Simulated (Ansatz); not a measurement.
Cl$_{2}$Mg, charge +1, doublet, at a GFN2-xTB geometry (such geometries of metal compounds can be far from the true shape) (a state made from the parent by changing its charge; the spin is typed, not shown lowest), atoms displaced at random by about 0.02 Å a coordinate. Base run: Ansatz (a first-principles code) with B3LYP/def2-SVP.

The Ansatz input:
Ansatz 0.2 input:
```yaml
crystal:
  periodic: [false, false, false]
  atoms:
    - {symbol: Mg, position_ang: [0.00351318, -0.00191187, -0.00987203]}
    - {symbol: Cl, position_ang: [-0.01622715, -0.02906234, -2.18090876]}
    - {symbol: Cl, position_ang: [-0.00714081, -0.01857500, 2.16048469]}
basis:
  gaussian:
    orbitals: def2-SVP
hamiltonian:
  xc: b3lyp
total_charge: 1
magnetization: {spin_polarized: true, initial_magnetization: 1}
relax: {}
```

Variants of this job, named by their change:

| change | ΔE vs base (kcal/mol) | optimiser steps | core-seconds (rough) |
|---|---|---|---|
| base | 0.000 | 4 | 100 |
| relax = escape_saddle: false | 0.000 | 4 | 100 |
| relax = max_displacement: 0.02 | 0.000 | 8 | 100 |
| relax = f_tol: 0.0005 | 0.000 | 6 | 100 |
| relax = max_displacement: 0.5 | 0.000 | 4 | 100 |
| relax = f_tol: 0.05 | 0.005 | 3 | 80 |
| relax = f_tol: 0.1 | 0.005 | 3 | 70 |
